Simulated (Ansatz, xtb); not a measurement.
## C3H5BO2: 4 structures ranked

4 gas-phase structures of C3H5BO2, from a drawn sample of its isomers (lower ones may exist). Each was relaxed with GFN2-xTB:

A. `C#CCB(O)O`, a singlet
B. `C=C1COBO1`, a singlet
C. `C=C=CB(O)O`, a singlet
D. `CC#CB(O)O`, a singlet

Estimate their order in r2SCAN-D4/def2-SVP//GFN2-xTB energy at these geometries, lowest first.

Calculated order at r2SCAN-D4/def2-SVP//GFN2-xTB: B (0.000), D (0.108), C (0.195), A (0.310) eV. CCSD(T)/def2-SVP + ΔMP2/def2-TZVPP after further relaxation puts D lowest instead.

Energies above the lowest of each column, in eV; the last columns are at r2SCAN-D4/def2-SVP geometries:

```tsv
structure	GFN2-xTB	HF/STO-3G	r2SCAN-D4/def2-SVP//GFN2-xTB	r2SCAN-D4/def2-SVP	CCSD(T)/def2-SVP + ΔMP2/def2-TZVPP
B	0.000	0.000	0.000	0.000	0.188
D	1.279	1.558	0.108	0.118	0.000
C	1.650	2.462	0.195	0.200	0.207
A	1.501	1.917	0.310	0.292	0.169
```

CCSD(T)/def2-SVP + ΔMP2/def2-TZVPP puts D lowest; GFN2-xTB picks B, HF/STO-3G picks B, r2SCAN-D4/def2-SVP//GFN2-xTB picks B, r2SCAN-D4/def2-SVP picks B. CCSD(T)/def2-SVP + ΔMP2/def2-TZVPP orders those it was run on as D (0.000), A (0.169), B (0.188), C (0.207) eV. Less than 1 kcal/mol parts A and B; B and C, so the order within those pairs means little. Flexible structures stand in one conformer each, not always the lowest. D keeps a small imaginary mode. The ΔMP2 step shifts differences by up to 0.150 eV, which makes them less sure. ΔMP2 is the change of the MP2 energy from the smaller to the larger basis.

Over these structures GFN2-xTB departs from r2SCAN-D4/def2-SVP//GFN2-xTB by 0.477 eV on average once a common shift is removed. A GFN2-xTB relaxation took about 0.19 s and the r2SCAN-D4/def2-SVP//GFN2-xTB energy about 1.6 s on a shared host (Ansatz 0.2.0, xtb 6.7.1).
